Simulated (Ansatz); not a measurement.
Consider the ligand exchange at a Ga–N bond: `[NH2][Ga]([F])[F]` + HI → `[F][Ga]([F])[I]` + NH₃.

Computed with Ansatz on PBE0-D4/def2-TZVP structures; ΔE is electronic, products minus reactants. CBS: MP2 limit from def2 TZ/QZ plus the TZ coupled-cluster correction, frozen cores. This one scheme is used for every species. Functionals use def2-TZVPP. HSE06 is defined as in plane-wave codes. def2 core potentials past Kr. For Ga, I outer-core shells are correlated without core-valence functions, which leaves a few kJ/mol of doubt a bond. Scalar relativity is left out up to krypton. Each species was taken in one conformer, which may not be the lowest.

```json
{"level": "LDA (SPW92)", "ΔE (kJ/mol)": "-74.1", "difference from CCSD(T)/CBS": "6.1"}
{"level": "PBE-D4", "ΔE (kJ/mol)": "-86.3", "difference from CCSD(T)/CBS": "-6.1"}
{"level": "r2SCAN0-D4", "ΔE (kJ/mol)": "-86.5", "difference from CCSD(T)/CBS": "-6.3"}
{"level": "ωB97M-V", "ΔE (kJ/mol)": "-81.3", "difference from CCSD(T)/CBS": "-1.1"}
{"level": "B2PLYP", "ΔE (kJ/mol)": "-80.8", "difference from CCSD(T)/CBS": "-0.6"}
{"level": "BLYP", "ΔE (kJ/mol)": "-81.0", "difference from CCSD(T)/CBS": "-0.8"}
{"level": "r2SCAN", "ΔE (kJ/mol)": "-85.3", "difference from CCSD(T)/CBS": "-5.1"}
{"level": "HSE06", "ΔE (kJ/mol)": "-86.5", "difference from CCSD(T)/CBS": "-6.3"}
{"level": "RPA@PBE/def2-TZVPP", "ΔE (kJ/mol)": "-73.2", "difference from CCSD(T)/CBS": "7.0"}
{"level": "MP2/def2-QZVPP", "ΔE (kJ/mol)": "-82.9", "difference from CCSD(T)/CBS": "-2.7"}
{"level": "CCSD(T)/CBS", "ΔE (kJ/mol)": "-80.2", "difference from CCSD(T)/CBS": "0"}
```

Largest T1 diagnostic among the species: 0.014.

At CCSD(T), def2-SVP lies +6.0 kJ/mol from the extrapolated value and def2-TZVPP +3.4 kJ/mol. In def2-TZVPP, CCSD(T) changes the Hartree–Fock value by +9.3 kJ/mol (the triples alone add −0.8 kJ/mol) and MP2 by +4.9 kJ/mol. Leaving LDA and LC-ωPBE aside and taking each functional with its dispersion term where it has one, the values, not all of them listed here, spread over 11.8 kJ/mol, from HSE06-D4 to CAM-B3LYP-D4. LDA lies +11.2 kJ/mol from PBE without D4.
